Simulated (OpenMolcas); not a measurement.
3d6 along the 24-electron sequence

- Program: OpenMolcas 26.06
- Method: RASSCF
- Basis: ANO-RCC-VTZP
- Scalar Hamiltonian: DKH2, point nucleus
- Spin-orbit coupling: RASSI with atomic mean-field integrals over the reference wave functions, term energies averaged over their components

Active space for each ion: 12 electrons in 8 orbitals (RAS1 3p, at most 2 holes; RAS2 3d).

Computed levels in cm-1 above 5D4:

```csv
Level,Fe2+,Co3+,Ni4+,Cu5+
5D3,439,659,859,1150
5D2,749,1115,1446,1920
5D1,948,1406,1820,2409
5D0,1046,1549,2002,2646
3P2(1),21358,24553,28090,31115
3P1(1),22659,26498,30628,34503
3P0(1),23196,27248,31564,35658
3H6,24167,27668,31498,34756
3F4(1),24286,27831,31702,34938
weight of 5D in the lowest level (%),100,100,100,100
```

Mixed levels, with the weight of the term that names them: Co3+ 3F4(1) (70 %), Ni4+ 3F4(1) (63 %), Cu5+ 3F4(1) (57 %).

Measured, with the error of the calculation in %. Measured levels: Fe2+ from Corliss and Sugar, J. Phys. Chem. Ref. Data 11, 135 (1982); Co3+ from Sugar and Corliss, J. Phys. Chem. Ref. Data 10, 1097 (1981); Ni4+ from Corliss and Sugar, J. Phys. Chem. Ref. Data 10, 197 (1981); Cu5+ from Sugar and Musgrove, J. Phys. Chem. Ref. Data 19, 527 (1990).

| Level | Fe2+ | Co3+ | Ni4+ | Cu5+ |
| --- | --- | --- | --- | --- |
| 5D3 | 436 (+0.7) | 639 (+3.2) | 890 (-3.4) | 1196 (-3.8) |
| 5D2 | 739 (+1.4) | 1078 (+3.5) | 1490 (-2.9) | 1987 (-3.4) |
| 5D1 | 932 (+1.7) |  | 1872 (-2.8) | 2490 (-3.3) |
| 5D0 | 1027 (+1.8) | 1494 (+3.7) | 2058 (-2.7) | 2733 (-3.2) |
| 3P2(1) | 19405 (+10.1) | 22883 (+7.3) | 26153 (+7.4) | 29285 (+6.2) |
| 3P1(1) | 20688 (+9.5) | 24729 (+7.2) | 28698 (+6.7) | 32685 (+5.6) |
| 3P0(1) | 21208 (+9.4) | 25449 (+7.1) | 29640 (+6.5) | 33868 (+5.3) |
| 3H6 | 20051 (+20.5) | 23680 (+16.8) | 27111 (+16.2) | 30418 (+14.3) |

The fine-structure level 5D0 changes by a factor of 2.53 from Fe2+ to Cu5+. Its fourth root runs 5.69, 6.27, 6.69, 7.17, with steps per unit of Z of 0.59, 0.42, 0.48; equal steps would mean a (Z - σ)^4 law with constant σ.

3P2(1) changes by a factor of 1.46 over the same range, with steps per unit of Z of +3200, +3540, +3020 cm-1.

Without dynamic correlation excited terms often stand tens of per cent too high (terms of higher spin than the ground term too low), and those without a measured partner can miss by more than the paired ones. Active for correlation alone: 3p; no level in the range computed is led by a configuration that opens it, so any true level of that kind is missing. Computed and measured levels are paired by configuration, term and J; levels that our copy of the source lacks, or whose pairing is in doubt (as where it misses far off the trend of its configuration), stay unpaired and out of the deviations. Levels of configurations outside the active space are missing.

A number in round brackets counts repeated terms of one configuration in the order of the reference energies.
